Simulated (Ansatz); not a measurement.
Reaction (formal exchange of groups at the Al–N bond): `C[N](C)[AlH][F]` + `[CH3][Al]([OH])[SH]` → `[OH][Al]([SH])[AlH][F]` + `CN(C)C`

Program: Ansatz. Geometries: PBE0-D4/def2-TZVP. ΔE: electronic, gas phase. CCSD(T)/CBS is the MP2 limit (def2-TZVPP, def2-QZVPP) plus CCSD(T) − MP2 in def2-TZVPP, frozen cores. DFT in def2-TZVPP. Each species was taken in one conformer, which may not be the lowest.

`C[N](C)[AlH][F]`:

Cartesian coordinates in Å:
```
C -0.986 -0.716 0.697
N 0.029 0.057 0.023
C 0.398 -0.496 -1.257
Al 0.757 1.524 0.675
F 0.240 2.039 2.157
H -0.650 -1.746 0.882
H -1.907 -0.776 0.101
H -1.238 -0.268 1.660
H 0.795 -1.516 -1.158
H 1.167 0.115 -1.739
H -0.463 -0.545 -1.939
H 1.858 2.329 -0.103
```

`[CH3][Al]([OH])[SH]`:

Cartesian coordinates in Å:
```
C -0.506 0.627 -1.133
Al 0.084 -0.095 0.565
O -0.440 0.621 2.008
S 1.422 -1.823 0.727
H 0.342 0.962 -1.737
H -1.041 -0.126 -1.720
H -1.174 1.479 -0.985
H -0.193 0.324 2.881
H 1.507 -1.969 -0.607
```

`[OH][Al]([SH])[AlH][F]`:

```xyz
8

O     0.905    0.959    1.872
Al   -0.088    0.345    0.644
S    -2.261    0.540    0.847
Al    0.977   -0.789   -1.405
F    -0.147   -1.306   -2.510
H     0.603    1.396    2.667
H    -2.478   -0.073   -0.330
H     2.489   -1.073   -1.784
```

`CN(C)C`:

Cartesian coordinates in Å:
```
C 1.014 -0.658 0.658
N 0.163 -0.184 -0.405
C 0.223 1.251 -0.528
C -1.194 -0.643 -0.239
H 0.993 -1.750 0.693
H 2.045 -0.344 0.479
H 0.710 -0.279 1.652
H 1.254 1.567 -0.708
H -0.141 1.775 0.376
H -0.385 1.579 -1.375
H -1.216 -1.735 -0.205
H -1.803 -0.317 -1.086
H -1.665 -0.263 0.687
```

CCSD(T)/CBS gives +147.5 kJ/mol.

Problem. Another level gave +132.5 kJ/mol. Which?
A. ωB97M-V/def2-TZVPP
B. CCSD/def2-TZVPP
C. revPBE/def2-TZVPP
D. B97M-V/def2-TZVPP

Solution. C. revPBE 132.5, B97M-V 153.3, CCSD/def2-TZVPP 146.0, ωB97M-V 157.6 kJ/mol.

Largest T1 diagnostic among the species: 0.013.

Leaving LDA and LC-ωPBE aside and taking each functional with its dispersion term where it has one, the values, not all of them listed here, spread over 26.7 kJ/mol, from revPBE-D4 to ωB97M-V. In def2-TZVPP, CCSD(T) changes the Hartree–Fock value by +3.4 kJ/mol (the triples alone add −0.2 kJ/mol) and MP2 by +15.7 kJ/mol. At CCSD(T), def2-SVP lies −7.0 kJ/mol from the extrapolated value and def2-TZVPP −1.6 kJ/mol.
